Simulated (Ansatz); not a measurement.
Species: N-germyl-N-methylmethanamine, C$_{2}$H$_{9}$GeN (charge 0, singlet). SMILES: C[N](C)[GeH3]
Coordinates optimised at B3LYP-D3(BJ)/def2-TZVP (Ansatz, a first-principles code):
```
N
C 1 1.4519
H 2 1.0913 1 110.44
H 2 1.0955 3 107.62 1 -119.85
H 2 1.1024 3 108.02 4 -115.56
C 1 1.4519 2 112.57 3 -177.25
H 6 1.0913 1 110.44 2 177.25
H 6 1.0955 7 107.62 1 119.85
H 6 1.1024 7 108.02 8 115.56
Ge 1 1.8512 2 116.74 3 43.73
H 10 1.5371 1 106.98 2 -171.36
H 10 1.5371 11 111.87 7 -140.96
H 10 1.5520 11 109.14 12 -120.88
```

Quantity: vertical ionisation energy to the doublet, in eV. Set-up: spin-orbit terms left out; each state is the SCF solution reached for its charge and spin; no dispersion term unless named; LANL2DZ with its own core potentials from Na on; non-relativistic; UHF or UKS for open shells; six Cartesian d functions in 6-31G* and its kin unless marked 5d. Ab initio and DFT rows: single points at B3LYP-D3(BJ) geometries (Ansatz).

```json
[
 {"level": "B3LYP/STO-3G", "program": "Ansatz", "vertical ionisation energy to the doublet (eV)": "5.79"},
 {"level": "B3LYP/3-21G", "program": "Ansatz", "vertical ionisation energy to the doublet (eV)": "7.85"},
 {"level": "B3LYP/6-31G*", "program": "Ansatz", "vertical ionisation energy to the doublet (eV)": "8.05"},
 {"level": "B3LYP/6-31G* with LANL2DZ past Ar", "program": "Ansatz", "vertical ionisation energy to the doublet (eV)": "8.07"},
 {"level": "B3LYP/def2-TZVPD", "program": "Ansatz", "vertical ionisation energy to the doublet (eV)": "8.21"}
]
```

No value to compare with is used here. The 4 habitual levels span 5.79 (B3LYP/STO-3G) to 8.07 eV (B3LYP/6-31G* with LANL2DZ past Ar); B3LYP/def2-TZVPD gives 8.21.

The sets are all those run for this method; left out are runs that failed, that the program found above a lower state of the same kind, or whose <S^2> lies over 0.5 above the pure value.
